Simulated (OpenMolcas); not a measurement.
# Zr3+ in a point-charge field

Zr3+ among 5 point charges of -2 e arranged as a trigonal bipyramid (D3h), 2.27 Å from the ion, with the axial distance 2.633 Å.

```yaml
Program: OpenMolcas 26.06
Method: "SS-CASPT2, IPEA 0.25 Eh, imaginary shift 0.1 Eh (closed shells correlated: 4s 4p)"
Basis: ANO-RCC-VTZP [7s6p4d2f1g]
Scalar_Hamiltonian: DKH2, point nucleus
Active_space: 1 electron in 5 orbitals (4d)
State_averaging: 2S+1 = 2 even, 5 roots
Spin-orbit_coupling: RASSI with atomic mean-field integrals over the reference wave functions
```

The lowest spin-free states (labels of D3, the rotations of D3h), above the lowest:

```json
{"State": "2E", "Degeneracy": "2", "E (cm-1)": "0", "Free-ion L (%)": "D (100)"}
{"State": "2E", "Degeneracy": "2", "E (cm-1)": "3320", "Free-ion L (%)": "D (100)"}
{"State": "2A1", "Degeneracy": "1", "E (cm-1)": "6560", "Free-ion L (%)": "D (100)"}
```

The lowest levels with spin-orbit coupling:

| E (cm-1) | Degeneracy | 2S+1 | g |
| --- | --- | --- | --- |
| 0 | 2 | 2 | 0.00 0.40 0.40 |
| 430 | 2 | 2 | 0.00 0.00 3.93 |
| 3280 | 2 | 2 | 0.00 0.00 1.62 |
| 3970 | 2 | 2 | 0.00 0.00 5.56 |
| 6880 | 2 | 2 | 1.99 2.40 2.40 |

Powder χT (cm3 K/mol): 0.011 at 2 K, 0.016 at 10 K, 0.0407 at 50 K, 0.0724 at 100 K, 0.146 at 200 K, 0.218 at 300 K. The effective moment at 300 K is 2.828 √(χT) = 1.32 μB.

The lowest level has 2S+1 = 2, for which the spin-only value is χT = S(S+1) / 2 = 0.375 cm3 K/mol (g = 2). The computed 0.218 at 300 K differs by -0.157, through orbital momentum, spin-orbit coupling and any other state in reach.

Roots that are degenerate in the reference are averaged as groups; the widest CASPT2 spread within a group is 130 cm-1 (the 2-fold group of multiplicity 2 near 3320 cm-1 above the lowest state of its run). Shifts and gaps below about the spread of the groups concerned are not significant. An orbital doublet at a regular site is open to a Jahn-Teller distortion, which this geometry leaves out. Free-ion shares, where given, are those of the reference states; single-state CASPT2 does not remix them. Point charges carry no covalency, so the field is a model and not that of real ligands. No measured value stands beside these numbers.

The CASPT2 steps took 1.5 s on 1 thread of Arm Neoverse V1, on a shared host; the integral step is not counted.
